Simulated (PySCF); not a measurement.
**Vibration and rotation of NaZn**

LDA constants of NaZn, ²Σ⁺ (doublet), unpaired electrons σ ↑ (PySCF, scalar-relativistic core potentials, basis sets Na cc-pVDZ, Zn cc-pVDZ-PP with ECP10; masses 22.9898 and 63.9291 u):

```
ωe            : 112.9 cm⁻¹
ωexe          : 1.34 cm⁻¹
Be            : 0.10783 cm⁻¹
αe            : 0.00155 cm⁻¹
De to Na + Zn : 0.300 eV
```

(1) What force constant and bond length do these constants imply?

(2) Estimate the centrifugal constant D from the Kratzer relation and find the Dunham coefficient a1.

The bond is weak. Basis-set superposition, not corrected here, can be much of De in a small basis, most of all at correlated wavefunction levels. Functionals without a dispersion term scatter widely for such bonds, and LDA overbinds them. The state was picked by a PBE0 search and need not be the measured ground state.

## Answers

(1) Reduced mass μred = 16.909 u; k = 5.8918×10⁻⁷·μred·ωe² (u, cm⁻¹, mdyn/Å) = 0.127 mdyn/Å; Re = √(16.8576/(μred·Be)) (u, cm⁻¹, Å) = 3.041 Å.

(2) D = 4Be³/ωe² = 3.93e-07 cm⁻¹; a1 = −1 − αeωe/(6Be²) = -3.51.
